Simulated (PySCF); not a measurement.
# RhOBr: bending curve

These are results of PySCF, UB3LYP, basis Rh def2-SVP with ECP28, O def2-SVP, Br def2-SVP (scalar-relativistic core potentials, no spin–orbit coupling, density fitting), not measurements.

Rigid scan from the triplet minimum (Rh–Br 2.371 Å, Rh–O 1.677 Å; Br–Rh–O 126.5°). Coordinate: the O–Rh–Br angle, bonds fixed. Energies in kJ/mol from the minimum.

**Question.** Predict the curve at 80, 90, 100, 110, 120, 130, 140, 150, 160, 170, 180.

**Answer.** 
```
bond angle (°)  E (kJ/mol)  dipole size (D)  ⟨S²⟩
            80        76.6             4.17  2.02
            90        39.4             3.82  2.01
           100        17.6             3.42  2.01
           110         5.8             2.99  2.01
           120         0.8             2.54  2.02
           130         0.3             2.08  2.02
           140         3.2             1.64  2.03
           150         8.8             1.24  2.03
           160        16.2             0.86  2.04
           170        24.5             0.53  2.04
           180        33.0             0.44  2.04
```

With the bonds held, the linear shape lies 33.0 kJ/mol from the minimum.

Other spin states or occupations of the open shell can lie lower.

Other isomers or separated fragments may lie lower.

The scan took 29 s on 2 threads of a shared Arm Neoverse V2 host; the process peaked at 0.75 GiB.
